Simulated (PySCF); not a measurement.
**Zr+ (zirconium, charge +1): M06-2X calculation**

Configuration: [Kr] 4d1 5s1 5p1, one real determinant (an excited configuration). All numbers are calculated (PySCF 2.14, a scalar-relativistic core potential, in def2-TZVPPD with the def2 core potential (28 electrons) (6s4p3d2f1g, 56 functions)).

```json
{
 "Total energy": "-46.3938 hartree",
 "One-electron energy": "-73.3532 hartree",
 "Hartree (Coulomb) energy": "32.3008 hartree",
 "Exchange-correlation energy": "-5.3415 hartree",
 "⟨S²⟩": "3.7504",
 "⟨L²⟩": "8.107",
 "Sum of ⟨r⟩": "19.98 bohr",
 "Sum of ⟨r²⟩": "50.27 bohr²",
 "Traceless quadrupole moment −½Σ⟨3z² − r²⟩ along its main axis": "-6.64 e·bohr²"
}
```

```tsv
shell	electrons	mean orbital energy (eV)	spread (eV)	rms radius, mean of both spins (bohr)
4s α	1	-72.919	0	1.29
4s β	1	-71.844	0	1.29
4p α	3	-48.130	0.373	1.46
4p β	3	-47.148	0.569	1.46
4d α	1	-16.401	0	2.17
5s α	1	-13.985	0	3.47
5p α	1	-9.374	0	4.18
```

⟨L²⟩ = 8.11 against 12 for a pure F term, so this real determinant mixes terms. Energies and moments cover only the electrons outside the core potential.
